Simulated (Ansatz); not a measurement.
CH9NOSi2 can be A, `NC([SiH3])[SiH2]O`, or B, `C[SiH2]O[SiH2]N`.

Program: Ansatz. Geometries: PBE0-D4/def2-TZVP. ΔE: electronic, gas phase. CBS: MP2 limit from def2 TZ/QZ plus the TZ coupled-cluster correction, frozen cores. Functionals use def2-TZVPP. B3LYP here is the variant with VWN-RPA as its local correlation; programs differ in this. One conformer a species, not always the lowest.

(1) Which is lower in electronic energy at CCSD(T)/CBS, and by how much? (Estimate.)

(2) Give E(B) − E(A) in kJ/mol with B3LYP-D4, CCSD/def2-TZVPP, B3LYP, HF/def2-TZVPP, B2PLYP, CCSD(T)/def2-TZVPP, r2SCAN-D4. (Best estimate.)

Largest T1 diagnostic: 0.011.

Answers

(1) Ansatz gave: B, by 276.8 kJ/mol.

(2) Computed: B3LYP-D4 -275.3, CCSD/def2-TZVPP -279.3, B3LYP -280.9, HF/def2-TZVPP -307.0, B2PLYP -283.0, CCSD(T)/def2-TZVPP -274.0, r2SCAN-D4 -275.2. None reverses the order clearly.

The D4 term adds +5.6 kJ/mol with B3LYP and +2.8 kJ/mol with PBE0; it sums over pairs of atoms, weighted by their polarisabilities, and B3LYP, whose exchange is more repulsive, gets the larger term. From PBE to PBE0 (25 % exact exchange), in def2-TZVPP and without D4, E(B) − E(A) moves by −11.1 kJ/mol.
